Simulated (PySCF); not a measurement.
From one molecule to another.

First species: C6H8FP3.
Z-matrix (Å and degrees, PBE0-D3(BJ)/def2-SVP geometry), rows numbered from 1:
```
C 
C   1  1.5263
C   2  1.5203  1  112.44
P   3  1.7381  2  113.66  1    89.04
C   4  1.7399  3  108.60  2  -177.51
C   5  1.5148  4  113.96  3  -177.85
P   5  1.7382  4  132.20  3     1.35
C   7  1.7427  5  105.37  4    -1.65
F   8  1.3465  7  111.85  5  -179.38
P   3  1.7369  2  113.65  1   -89.19
H   1  1.1006  2  110.83  3  -179.56
H   1  1.1011  2  110.81  3   -59.39
H   1  1.1011  2  110.92  3    60.18
H   2  1.1031  1  109.52  3   121.70
H   2  1.1033  1  109.56  3  -121.98
H   6  1.1008  5  111.81  4  -151.00
H   6  1.1007  5  111.56  4   -29.54
H   6  1.1030  5  110.56  4    89.63
```

Second species: C7H12BNO.
Atom-mapped SMILES: `[BH3-:1][n+:2]1[cH:3][cH:4][cH:5][cH:6][c:7]1[CH2:8][O:9][CH3:10]` (hydrogens: H11, H12, H13 on B1; H14 on C3; H15 on C4; H16 on C5; H17 on C6; H18, H19 on C8; H20, H21, H22 on C10)

Levels: CAM-B3LYP/def2-SVPD for dipole moment, HOMO energy, LUMO energy, HOMO–LUMO gap, static isotropic polarisability and electronic spatial extent ⟨r²⟩ about the centre of nuclear charge; TDDFT CAM-B3LYP/def2-SVPD for lowest singlet excitation; TDA CAM-B3LYP/def2-SVPD for lowest triplet excitation (Tamm–Dancoff); ΔSCF CAM-B3LYP/def2-SVPD for vertical ionisation energy and vertical electron affinity; PBE0-D3(BJ)/def2-SVP for rotational constant A and rotational constant C. Geometries: PBE0-D3(BJ)/def2-SVP. All species are isolated and taken at one optimised geometry, non-relativistic unless stated; the electronic structure was computed with PySCF and density fitting.

Dipoles, sizes and rotational constants follow the conformer. The torsions of the flexible species, by atom-mapped SMILES:
- `[CH3:1][CH2:2][c:3]1[p:4][c:5]([CH3:6])[p:7][c:8]([F:9])[p:10]1`: C1–C2–C3–P4 89°
- `[BH3-:1][n+:2]1[cH:3][cH:4][cH:5][cH:6][c:7]1[CH2:8][O:9][CH3:10]`: C6–C7–C8–O9 84°, C7–C8–O9–C10 166°

```json
{"property": "dipole moment", "column X": "5.61 D", "column Y": "2.23 D"}
{"property": "HOMO energy", "column X": "-8.65 eV", "column Y": "-8.26 eV"}
{"property": "LUMO energy", "column X": "-0.87 eV", "column Y": "-1.51 eV"}
{"property": "HOMO–LUMO gap", "column X": "7.78 eV", "column Y": "6.75 eV"}
{"property": "lowest singlet excitation", "column X": "5.08 eV", "column Y": "3.58 eV"}
{"property": "lowest triplet excitation (Tamm–Dancoff)", "column X": "3.95 eV", "column Y": "2.43 eV"}
{"property": "static isotropic polarisability", "column X": "112.7 au", "column Y": "150.4 au"}
{"property": "vertical ionisation energy", "column X": "9.40 eV", "column Y": "8.80 eV"}
{"property": "vertical electron affinity", "column X": "0.30 eV", "column Y": "1.00 eV"}
{"property": "electronic spatial extent ⟨r²⟩ about the centre of nuclear charge", "column X": "1641 bohr²", "column Y": "2332 bohr²"}
{"property": "rotational constant A", "column X": "2.484 GHz", "column Y": "1.072 GHz"}
{"property": "rotational constant C", "column X": "0.725 GHz", "column Y": "0.468 GHz"}
```

**Question.** Which column belongs to which species?

**Answer.** Column X is the second species and column Y the first. The first has 18 atoms and 98 electrons, the second 22 and 74.

**Question.** How does each property change from the first species to the second?

**Answer.** dipole moment +3.38 D; HOMO energy -0.39 eV; LUMO energy +0.64 eV; HOMO–LUMO gap +1.03 eV; lowest singlet excitation +1.50 eV; lowest triplet excitation (Tamm–Dancoff) +1.52 eV; static isotropic polarisability -37.7 au; vertical ionisation energy +0.60 eV; vertical electron affinity -0.70 eV; electronic spatial extent ⟨r²⟩ about the centre of nuclear charge -691 bohr²; rotational constant A +1.412 GHz; rotational constant C +0.257 GHz.

On the first: No computed singlet falls in the visible range (750 to 380 nm, 1.65 to 3.26 eV); S1 lies 0.32 eV above its blue end. The polarisability is 22.28 Å³ as a volume (1 au = 0.148185 Å³), or 1.53 au for each of the 98 electrons.

On the second: The vertical singlet–triplet gap S1 − T1 is 1.13 eV (TDDFT singlet less Tamm–Dancoff triplet; S1: HOMO→LUMO, weight 0.94; T1: HOMO→LUMO, weight 0.50). The 10 singlets span 5.08 to 7.19 eV, and their oscillator strengths add up to 0.51.
